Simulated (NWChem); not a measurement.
System meant: CH4O3W; SMILES [CH3][W](=[O])(=[O])[OH]

Here is an NWChem input.

```
start job
memory heap 200 mb stack 900 mb global 1100 mb
geometry units angstroms noautoz
  W     -0.087575     0.009057    -0.005027
  O      0.917723    -0.168120     1.359532
  O      0.883169    -0.149749    -1.396602
  O     -1.150868     1.553228     0.018386
  H     -1.094558     2.512235     0.025850
  C     -1.315246    -1.702525    -0.001544
  H     -1.939543    -1.711569     0.907411
  H     -0.708819    -2.621291    -0.019417
  H     -1.966348    -1.694536    -0.891571
end
basis spherical
  * library def2-svp
end
ecp
  W library def2-ecp
end
dft
  xc xpbe96 cpbe96
  iterations 4
  mulliken
end
task dft energy
```

End of the output:

```
    Atom       Charge   Shell Charges
 -----------   ------   -------------------------------------------------------
    1 W   14    16.02   0.00  0.04  1.12  0.78  0.39  0.16  4.97  1.31  0.46  5.29  1.24  0.26
    2 O    8     6.87   1.98  0.99  0.70  1.83  1.34  0.03
    3 O    8     6.87   1.98  0.99  0.70  1.83  1.34  0.03
    4 O    8     8.12   1.97  0.84  0.61  2.62  2.05  0.02
    5 H    1     0.96   0.58  0.18  0.19
    6 C    6     6.27   1.96  0.58  0.36  1.87  1.43  0.06
    7 H    1     0.96   0.63  0.26  0.07
    8 H    1     0.97   0.64  0.26  0.07
    9 H    1     0.96   0.63  0.26  0.07

 center of mass
 --------------
 x =   0.05454591 y =   0.03336182 z =  -0.00004465

 moments of inertia (a.u.)
 ------------------
         556.184417670606           0.000000000000          -0.000000000000
           0.000000000000         493.008422668442           0.000000000000
          -0.000000000000           0.000000000000         603.563718425884

     Multipole analysis of the density
     ---------------------------------

     L   x y z        total         alpha         beta         nuclear
     -   - - -        -----         -----         ----         -------
     0   0 0 0      0.000000    -24.000000    -24.000000     48.000000

     1   1 0 0      4.439464      5.177026      5.177026     -5.914588
     1   0 1 0     -0.662028      1.697806      1.697806     -4.057641
     1   0 0 1     -0.002330     -0.001790     -0.001790      0.001250

     2   2 0 0    -29.912024    -89.763330    -89.763330    149.614637
     2   1 1 0     -1.965944     -5.848573     -5.848573      9.731203
     2   1 0 1      0.005286      0.009156      0.009156     -0.013026
     2   0 2 0    -35.533282   -117.145302   -117.145302    198.757322
     2   0 1 1      0.010509      0.009045      0.009045     -0.007582
     2   0 0 2    -22.228454    -68.268925    -68.268925    114.309397

 ------------------------------------------------------------------------
 dft energy failed                                                                                  0
 ------------------------------------------------------------------------
 ------------------------------------------------------------------------
  current input line :
    25: task dft energy
 ------------------------------------------------------------------------
 ------------------------------------------------------------------------
 This type of error is most commonly associated with calculations not reaching convergence criteria
 ------------------------------------------------------------------------
 For more information see the NWChem manual at https://nwchemgit.github.io

0:dft energy failed:Received an Error in Communication
```

Q: Can this run be used? If not, why, and what is the fix?

A: Convergence was not reached. Cause: the SCF was allowed too few iterations. This input runs:
```
start job
memory heap 200 mb stack 900 mb global 1100 mb
geometry units angstroms noautoz
  W     -0.087575     0.009057    -0.005027
  O      0.917723    -0.168120     1.359532
  O      0.883169    -0.149749    -1.396602
  O     -1.150868     1.553228     0.018386
  H     -1.094558     2.512235     0.025850
  C     -1.315246    -1.702525    -0.001544
  H     -1.939543    -1.711569     0.907411
  H     -0.708819    -2.621291    -0.019417
  H     -1.966348    -1.694536    -0.891571
end
basis spherical
  W library def2-svp
  O library def2-svp
  H library def2-svp
  C library def2-svp
end
ecp
  W library def2-ecp
end
dft
  xc xpbe96 cpbe96
  iterations 150
  mulliken
end
task dft energy
```
It converges to -332.99816 Ha (PBE/def2-SVP with def2 effective core potentials on W).
